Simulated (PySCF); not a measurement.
## Radial density of Ni(2+) (nickel, charge +2)

UHF, [Ar] 3d7 4p1, one real determinant (an excited configuration). Computed with PySCF 2.14 in aug-cc-pVTZ-DK (8s7p5d3f2g, 93 functions), with scalar relativity by spin-free X2C-1e.

| r (bohr) | 4πr²ρ (e/bohr) | 4πr²(ρα − ρβ) |
| --- | --- | --- |
| 0.000960 | 0.2572 | 0.0000 |
| 0.00161 | 0.6445 | 0.0000 |
| 0.00271 | 1.580 | 0.0000 |
| 0.00457 | 3.737 | 0.0001 |
| 0.00768 | 8.321 | 0.0002 |
| 0.0129 | 16.65 | 0.0004 |
| 0.0217 | 27.69 | 0.0012 |
| 0.0365 | 34.06 | 0.0043 |
| 0.0615 | 29.05 | 0.0178 |
| 0.103 | 29.00 | 0.0699 |
| 0.174 | 38.53 | 0.3007 |
| 0.293 | 22.18 | 1.3066 |
| 0.492 | 18.00 | 3.1812 |
| 0.828 | 16.48 | 2.8992 |
| 1.39 | 3.702 | 1.0224 |
| 2.34 | 0.6605 | 0.5167 |
| 3.94 | 0.1605 | 0.1596 |
| 6.63 | 0.002327 | 0.0023 |

Densities and radii are taken from the X2C orbitals without a picture-change correction, which distorts them close to the nucleus.

⟨L²⟩ = 13.96 against 20 for a pure G term, so this real determinant mixes terms.
